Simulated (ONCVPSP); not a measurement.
# u(r) = r·R(r): atom against pseudo-atom (silver (Ag))

Columns: radius, all-electron u(r) and pseudo u(r) of the 4d shell (level -28.89 eV) of silver in the configuration [Ar] 3d10 4s2 4p6 4d9; PBE, scalar-relativistic, ONCV scheme, ONCVPSP 4.0.1.

| r (bohr) | all-electron | pseudo |
| --- | --- | --- |
| 0.065 | -0.1025 | 0.0015 |
| 0.130 | -0.3286 | 0.0113 |
| 0.195 | -0.4614 | 0.0363 |
| 0.260 | -0.4464 | 0.0809 |
| 0.325 | -0.3183 | 0.1468 |
| 0.390 | -0.1293 | 0.2328 |
| 0.455 | 0.0793 | 0.3346 |
| 0.520 | 0.2803 | 0.4457 |
| 0.585 | 0.4586 | 0.5580 |
| 0.650 | 0.6076 | 0.6637 |
| 0.715 | 0.7255 | 0.7568 |
| 0.780 | 0.8135 | 0.8330 |
| 0.845 | 0.8747 | 0.8897 |
| 0.910 | 0.9126 | 0.9256 |
| 0.975 | 0.9316 | 0.9419 |
| 1.040 | 0.9351 | 0.9418 |
| 1.105 | 0.9268 | 0.9298 |
| 1.170 | 0.9093 | 0.9101 |
| 1.235 | 0.8851 | 0.8852 |
| 1.300 | 0.8560 | 0.8560 |
| 1.365 | 0.8235 | 0.8235 |
| 1.430 | 0.7889 | 0.7889 |
| 1.495 | 0.7530 | 0.7530 |
| 1.560 | 0.7166 | 0.7166 |
| 1.625 | 0.6801 | 0.6801 |
| 1.690 | 0.6442 | 0.6442 |

Q: How many radial nodes do the two functions have?

A: The all-electron 4d function has n − l − 1 = 1; the pseudo-wave has 0, since the states of the same l below it are removed with the core.

Q: At about which radius was the pseudo-wave matched?

A: 1.30 bohr, where the columns begin to agree (steps of 0.07 bohr).

Q: Is the pseudo-wave norm-conserving?

A: Yes: the ONCV scheme keeps the norm inside the radius equal to the all-electron one, which fixes the energy derivative of the logarithmic derivative at the level.
